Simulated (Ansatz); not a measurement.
**How methods differ on BF3 (boron trifluoride)**

The species is BF3 (4 atoms), meant as a singlet with charge 0. As SMILES, `FB(F)F`. Geometry: relaxed at GFN2-xTB.

Quantity: the vertical electron affinity (to the doublet anion), in eV. The values are calculated.

The electron affinity is E(neutral) − E(anion): positive where the electron is bound.

| level | kind | program | value (eV) | less FCI/STO-3G | CPU time (all runs) |
| --- | --- | --- | --- | --- | --- |
| BLYP/STO-3G | GGA | Ansatz | -9.86 | +0.43 | 2.8 s |
| PBE/STO-3G | GGA | Ansatz | -9.73 | +0.56 | 2.8 s |
| RPA@PBE/STO-3G | RPA | Ansatz | -10.72 | -0.43 | 3.6 s |
| BCCD(T)/STO-3G | coupled cluster or CI | Ansatz | -10.29 | 0.00 | 0.66 s |
| CCSD(T)/STO-3G | coupled cluster or CI | Ansatz | -10.29 | 0.00 | 0.52 s |
| CCSD/STO-3G | coupled cluster or CI | Ansatz | -10.13 | +0.16 | 0.5 s |
| CCSDT(Q)/STO-3G | coupled cluster or CI | Ansatz | -10.29 | 0.00 | 3.4 s |
| CCSDT/STO-3G | coupled cluster or CI | Ansatz | -10.29 | 0.00 | 2.1 s |
| FCI/STO-3G | exact in the basis | Ansatz | -10.29 | 0.00 | 18 s |

FCI/STO-3G is exact within its basis and frozen core, so for wave-function methods in that basis the difference is their error; functionals converge differently with the basis, so for them it is only a difference. The values span -10.72 to -9.73 eV. All rows use very small basis sets, so none should be taken for the real molecule's value. Negative values mean that the anion is unbound at that level; they are set by how diffuse the basis is and aren't properties of the molecule, whose anion may well be bound. In so small a basis fixed costs decide the times, and correlated methods can beat functionals. CPU times are rough (shared hosts, several kinds of processor and program).
